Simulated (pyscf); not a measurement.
Hydrogen shift: •O–AlH–OH → •O–AlH–OH

Gas phase, doublet surface, charge 0. Bonds broken: O1–H4. Bonds formed: O3–H4. PySCF, gas phase, ωB97X-D3(BJ)/def2-SVP geometries. Correlated levels are frozen-core, on RHF or UHF. ΔMP2 is the change of the MP2 total energy from the triple- to the quadruple-zeta basis.

Transition state (Å):

```xyz
5

O     -0.5032     0.5421     0.7465
Al    -0.9137    -0.9917     0.0419
O     -2.4227    -0.1347    -0.0381
H     -1.6920     0.7019     0.4848
H     -0.2810    -2.3712    -0.3179
```

One imaginary mode, 2109i cm⁻¹; descent along it reached the two sides named.

```
bond   change  reactant side (Å)  saddle  product side
-----  ------  -----------------  ------  ------------
O1–H4  breaks              0.958   1.228           3.3
O3–H4   forms                3.3   1.228         0.958
```

Electronic energies relative to the reactant's lowest minimum found (eV):

```csv
level,barrier,reaction energy,reverse barrier
ωB97X-D3(BJ)/def2-TZVP,1.55,0.00,1.55
PBE/def2-TZVP,1.02,0.00,1.02
r²SCAN/def2-TZVP,1.26,0.00,1.26
B3LYP-D3(BJ)/def2-TZVP,1.41,0.00,1.41
PBE0-D3(BJ)/def2-TZVP,1.38,0.00,1.38
M06-2X/def2-TZVP,1.59,0.00,1.59
ωB97M-D3(BJ)/def2-TZVP,1.55,0.00,1.55
HF/def2-TZVP,2.59,0.00,2.59
MP2/def2-QZVPP,1.69,0.00,1.69
CCSD/def2-TZVPP,1.73,0.00,1.73
CCSD(T)/def2-TZVPP,1.56,0.00,1.56
CCSD(T)/def2-TZVPP + ΔMP2(QZVPP),1.57,0.00,1.57
```

With CCSD(T)/def2-TZVPP + ΔMP2(QZVPP) energies and thermal terms (ideal gas, 1 atm, RRHO with modes under 100 cm⁻¹ raised to 100, one conformer, R ln 2 for rigid chiral ones), in eV:

```tsv
T (K)	ΔH‡	ΔG‡	ΔH	ΔG
298	1.43	1.48	0.00	0.00
600	1.40	1.55	0.00	0.00
900	1.38	1.64	0.00	0.00
1200	1.36	1.72	0.00	0.00
```

The same reactants have a lower exit, to [HO–Al–OH]• (barrier +0.88 eV at ωB97M-D3(BJ), against +1.55 eV here). •O–AlH–OH lies 1.47 eV over its isomer [HO–Al–OH]•, and others may lie lower still (electronic energy, ωB97M-D3(BJ)). This is the saddle that the search found; another between the same sides may lie lower. The CCSD(T) − MP2 part came from Ansatz, without density fitting, on the same reference.
